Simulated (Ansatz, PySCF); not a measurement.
System: PH$_{5}$, net charge 0, singlet state. SMILES: [H][P@TB10]([H])([H])([H])[H]
Structure (B3LYP-D3(BJ)/def2-TZVP (Ansatz, a program for electronic structure) minimum search):
```xyz
6

P      0.0000     0.0000     0.0000
H      0.0076    -0.0062     1.4787
H     -0.0076     0.0062    -1.4787
H      1.4251     0.0061    -0.0073
H     -0.7179     1.2311     0.0089
H     -0.7073    -1.2373    -0.0016
```

HF/6-31G* beside other levels, property by property. Terms: valence correlation only; atomisation electronic, to ground-state atoms; dispersion terms only where a functional's name holds one; 6-31G* and kin with 6d, 5d where marked; open shells spin-unrestricted; non-relativistic; each state is the SCF solution reached for its charge and spin; spin-orbit terms left out. Basis-set limits of correlation are two-point, X^-3; Hartree-Fock from the larger set. The bracket is a focal-point correction in the basis named. Ab initio and DFT rows: single points at B3LYP-D3(BJ) geometries (Ansatz), with unscaled harmonic terms from B3LYP/6-31G* (Ansatz) at its own minima, enthalpies of formation by atomisation with measured atoms. Levels can end on unlike triplets.

Coupled cluster (Ansatz) is a level with limits of its own, used here on species with T1 under 0.025 (0.045 for open shells) and stable references: (a) RI-MP2/CBS(aug-cc-pV(T+d)Z,aug-cc-pV(Q+d)Z)+[CCSD(T)-MP2]/aug-cc-pV(T+d)Z; (b) CCSD(T)/CBS(def2-TZVPPD,def2-QZVPPD).

```tsv
property	HF/6-31G* (Ansatz)	PBE/def2-TZVPD (Ansatz)	M06-2X/def2-TZVPD (PySCF)	wB97X-V/def2-TZVPD (Ansatz)	to compare with
enthalpy of formation at 298 K (kcal/mol)	157.0	48.2	46.6	38.5	43.3 coupled cluster (b)
vertical triplet-singlet gap, E(triplet) - E(singlet) (eV)	5.86	3.97	4.65	4.71	4.46 coupled cluster (a)
atomisation energy (kcal/mol)	199.5	308.3	309.9	318.0	313.1 coupled cluster (b)
vertical ionisation energy to the doublet (eV)	8.09	8.51	8.75	8.76	8.92 coupled cluster (a)
```

As the rows show:
- enthalpy of formation at 298 K: HF/6-31G* lies 113.7 kcal/mol above coupled cluster.
- vertical triplet-singlet gap, E(triplet) - E(singlet): HF/6-31G* lies 1.40 eV above coupled cluster.
- atomisation energy: HF/6-31G* lies 113.6 kcal/mol below coupled cluster.
- vertical ionisation energy to the doublet: HF/6-31G* lies 0.83 eV below coupled cluster.

The properties are those with a value to compare with, at most eight drawn at random. No case is left out for the size of its miss. Left out are saddle points of the reference geometry, anions that the best level run finds unbound, excited spin states, species near biochemistry, 298 K rows of species without real B3LYP wavenumbers, cases with under five habitual levels, runs that failed or that the program found above a lower state of the same kind, table entries that another table contradicts, and a share of species set aside by lot.
